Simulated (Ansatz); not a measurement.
Job for Ansatz (a quantum-chemistry and plane-wave program): R-B97M-V/def2-TZVPP on H4Ti (SMILES [TiH4]).

Ansatz 0.2 input:
```yaml
crystal:
  periodic: [false, false, false]
  atoms:
    - {symbol: Ti, position_ang: [-0.00039256, -0.00012795, -0.00048439]}
    - {symbol: H, position_ang: [0.98540625, 0.96586959, 0.98565418]}
    - {symbol: H, position_ang: [0.97330337, -0.98489557, -0.98009441]}
    - {symbol: H, position_ang: [-0.96779523, 0.99281398, -0.97867492]}
    - {symbol: H, position_ang: [-0.99052183, -0.97356005, 0.97369954]}
basis:
  gaussian:
    orbitals: def2-TZVPP
hamiltonian:
  xc: {name: B97M-V}
scf: {lower_state_search: off}
```

Give the final energy of this run.

-851.5406 hartree.
